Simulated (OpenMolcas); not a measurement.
# V3+: ligand-field states by method

V3+ with 6 ligands (ammonia) in octahedral coordination (S6) at 2.06 Å. Ligand basis ANO-RCC-VDZP.
```
V     0.0000    0.0000    0.0000
N     2.0600    0.0000    0.0000
H     2.4421    0.9457    0.0000
H     2.4421   -0.4729    0.8190
H     2.4421   -0.4729   -0.8190
N     0.0000    2.0600    0.0000
H     0.0000    2.4421    0.9457
H     0.8190    2.4421   -0.4729
H    -0.8190    2.4421   -0.4729
N    -2.0600    0.0000    0.0000
H    -2.4421   -0.9457    0.0000
H    -2.4421    0.4729   -0.8190
H    -2.4421    0.4729    0.8190
N     0.0000   -2.0600    0.0000
H     0.0000   -2.4421   -0.9457
H    -0.8190   -2.4421    0.4729
H     0.8190   -2.4421    0.4729
N     0.0000    0.0000    2.0600
H     0.9457    0.0000    2.4421
H    -0.4729    0.8190    2.4421
H    -0.4729   -0.8190    2.4421
N     0.0000    0.0000   -2.0600
H    -0.9457    0.0000   -2.4421
H     0.4729   -0.8190   -2.4421
H     0.4729    0.8190   -2.4421
```

```json
{"Program": "OpenMolcas 26.06", "Basis": "ANO-RCC-VTZP [6s5p3d2f1g]", "Scalar Hamiltonian": "DKH2, point nucleus", "Active space": "2 electrons in 5 orbitals (3d)", "State averaging": "2S+1 = 3 even, 10 roots; 2S+1 = 1 even, 15 roots", "Spin-orbit coupling": "RASSI with atomic mean-field integrals over the reference wave functions"}
```

I. CASSCF
II. SS-CASPT2, IPEA 0.25 Eh, imaginary shift 0.1 Eh (closed shells correlated: 3s 3p and the ligand valence shells)

Spin-free states in cm-1, each column counted from its own energy of the first state listed:

```tsv
State	Degeneracy	I	II
2S+1 = 3	2	0	0
2S+1 = 3	1	143	230
2S+1 = 1	1	13394	9310
2S+1 = 1	2	13537	9440
2S+1 = 1	2	13784	9720
2S+1 = 3	2	20791	22940
2S+1 = 3	1	20876	22830
2S+1 = 1	1	29209	21910
2S+1 = 3	2	33062	32000
2S+1 = 3	1	33184	32040
2S+1 = 1	2	35411	33770
2S+1 = 1	1	35500	33500
2S+1 = 1	2	38668	36700
2S+1 = 1	1	38772	36620
2S+1 = 3	1	43490	49510
2S+1 = 1	2	58165	60570
2S+1 = 1	1	75765	72970
```

From I to II, I's first state of another spin (2S+1 = 1) moves from 13394 to 9310 cm-1, by about -4100 cm-1.

χT at 300 K: I 0.92, II 0.92 cm3 K/mol.

Roots that are degenerate in the reference are averaged as groups; the widest CASPT2 spread within a group is 96 cm-1 (the 2-fold group of multiplicity 3 near 32000 cm-1 above the lowest state of its run, II). Shifts and gaps below about the spread of the groups concerned are not significant. Over all roots computed the reference weight is 0.69 to 0.70 in II; a low but even weight reflects the number of correlated electrons. An orbital doublet at a regular site is open to a Jahn-Teller distortion, which this geometry leaves out. The least metal-like active orbital is 84 % on the metal (Löwdin) and no ligand orbital is active, so the numbers are rough. Ligand-to-metal charge-transfer states are missing. With no ligand orbital active B as a rule stays too high, so bands that hang on it stand too high and its fall with covalency is understated. Without dynamic correlation the repulsion within the d shell is too large (B by tens of per cent), so at a given field states of lower spin stand too high (holds for I). With metal d orbitals alone the field can be off either way by tens of per cent (holds for I). With one d shell and no ligand orbital active, 10Dq can be off by a tenth or more (holds for II). No measured value stands beside these numbers; the geometry was imposed, not optimised, and the real ion may take another.
